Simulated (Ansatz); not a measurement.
## Loss of C2H6: C5H11Br → C3H5Br + C2H6

Gas-phase species: C5H11Br (1-bromopentane) `CCCCCBr`, singlet; C3H5Br (allyl bromide) `C=CCBr`, singlet; C2H6 (ethane) `CC`, singlet. This is a balance of energies; it says nothing on the path, which may need atoms to shift.

Shapes, held fixed at every level: PBE0-D4/def2-TZVP. Flexible molecules stand in one conformer, not always the lowest. Programs: Ansatz 0.2.0. Electronic energies: no zero-point or thermal term.

```tsv
level	kind	ΔE (kJ/mol)	less CCSD(T)/def2-TZVPP
HF/def2-TZVPP	Hartree–Fock	+72.6	-29.0
SPW92/def2-TZVPP	LDA	+139.9	+38.3
PBE-D4/def2-TZVPP	GGA	+101.2	-0.4
r2SCAN0-D4/def2-TZVPP	global hybrid	+113.7	+12.1
wB97X-V/def2-TZVPP	range-separated hybrid	+113.4	+11.8
MP2/def2-SVP	perturbation theory	+119.7	+18.1
CCSD/def2-TZVPP	coupled cluster or CI	+100.9	-0.7
CCSD(T)/def2-TZVPP	coupled cluster or CI	+101.6	0.0
```

The highest level, CCSD(T)/def2-TZVPP, gives ΔE = +101.6 kJ/mol; the levels span +72.6 to +139.9. The column of differences is taken from that level and isn't an error. No measured value is set beside it here. Relativity is left out for Br. Outer-core shells of Br are correlated, in sets that cover them unevenly.
